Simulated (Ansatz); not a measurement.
Ansatz (a program for electronic structure) input:
A basis named .json is the Basis Set Exchange file of that set.

Ansatz 0.2 input:
```yaml
crystal:
  periodic: [false, false, false]
  atoms:
    - {symbol: Sb, position_ang: [-0.15246409, -0.12031107, 0.27598965]}
    - {symbol: F, position_ang: [-0.42184238, 1.47488843, -0.75930278]}
    - {symbol: F, position_ang: [1.28580557, -0.79312570, -0.80463857]}
basis:
  gaussian:
    orbitals: def2-TZVPPD.json
    fitting: {mean_field: def2-universal-jkfit, correlation: def2-TZVPPD-RIFIT.json}
magnetization: {spin_polarized: true, initial_magnetization: 1}
correlation: {method: mp2, electrons: outside_noble_gas}
```

What final total energy does it print?

-438.89060 Eh (RI-MP2/def2-TZVPPD). The basis has 136 functions.

It need not be the lowest isomer of its formula.
